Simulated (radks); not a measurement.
Spherical quantum dot in the effective-mass picture: electrons in a hard-walled sphere of radius 4.14, with a point charge +2 (a donor) at the centre, all in effective atomic units (hartree* = m*/eps^2 hartree, bohr* = eps/m* bohr), one dielectric constant everywhere. Calculated with a radial shooting solver with Libxc functionals: non-relativistic Kohn-Sham, PBE, spin-polarised, spherical densities. Levels are named by radial order and angular momentum (1s, 1p, 1d, 2s, ...), and open shells are averaged over m.

N = 19, configuration 1s2 1p6 1d(up 5, down 4) 2s2. This is the lowest configuration that the search found. Occupied and some empty levels:

level,occupation,eigenvalue (hartree*),<r> (bohr*)
1s up,1,5.3754,2.035
1s down,1,5.3827,2.001
1p up,3,5.6292,2.845
1p down,3,5.6418,2.842
2s up,1,5.7580,1.747
2s down,1,5.7636,1.778
1d up,5,5.9042,2.959
1d down,4,5.9174,2.958
1f up,0,6.2727,3.045
1f down,0,6.2862,3.044
1g up,0,6.7289,3.115
1g down,0,6.7426,3.115
2p up,0,6.9017,2.062
2p down,0,6.9079,2.059

Energy (hartree*): total 51.5611, kinetic 18.454, external -19.268, Hartree 59.985, exchange-correlation -7.6095.

Electron density:

r (bohr*),n(r) (e/bohr*^3)
0.216,1.674
0.525,0.5282
0.835,0.1847
1.14,0.07698
1.45,0.04818
1.76,0.05065
2.07,0.06791
2.38,0.09074
2.69,0.1088
3.00,0.1097
3.31,0.08505
3.62,0.04211
3.93,0.007390
